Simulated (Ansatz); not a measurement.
Species: chloro(dimethyl)borane, C2H6BCl, net charge 0, singlet state. 
Structure (B3LYP-D3(BJ)/def2-TZVP (Ansatz, a program for electronic structure) minimum search):
```xyz
10

C      1.4255    -0.9875    -0.4063
B      0.0192    -0.3520    -0.1827
C     -1.3160    -1.0184    -0.6351
Cl    -0.0670     1.2264     0.6367
H      1.3875    -2.0783    -0.4510
H      2.1747    -0.6750     0.3208
H      1.7812    -0.6533    -1.3905
H     -1.6549    -1.6609     0.1891
H     -2.1209    -0.3108    -0.8325
H     -1.1825    -1.6752    -1.4977
```
Charge 0, spin multiplicity 1.

Quantity: atomisation energy (electronic, to ground-state atoms), in kcal/mol. Valence correlation only, unless marked. Open shells are spin-unrestricted. No spin-orbit coupling. No relativistic terms. The coupled-cluster limit lacks core correlation, which all-electron functionals hold. Basis-set limits of correlation are two-point, X^-3; Hartree-Fock from the larger set.

```tsv
level	program	atomisation energy (kcal/mol)
B3LYP-D4/def2-TZVPD	Ansatz + dftd4	914.5
PBE0/def2-SVP	Ansatz	926.3
B2GP-PLYP-D3(BJ)/def2-TZVPD	Ansatz + dftd3	[?]
B2PLYP-D4/def2-TZVPD	Ansatz + dftd4	906.5
CCSD/STO-3G	Ansatz	970.7
CCSD/cc-pV(T+d)Z	Ansatz	[?]
CCSD(T)/CBS(aug-cc-pV(T+d)Z,aug-cc-pV(Q+d)Z)	Ansatz	[?]
```

**Question.** What belongs in the gaps?

**Answer.** 
- B2GP-PLYP-D3(BJ)/def2-TZVPD, atomisation energy (kcal/mol): 905.7
- CCSD/cc-pV(T+d)Z, atomisation energy (kcal/mol): 882.6
- CCSD(T)/CBS(aug-cc-pV(T+d)Z,aug-cc-pV(Q+d)Z), atomisation energy (kcal/mol): 911.8
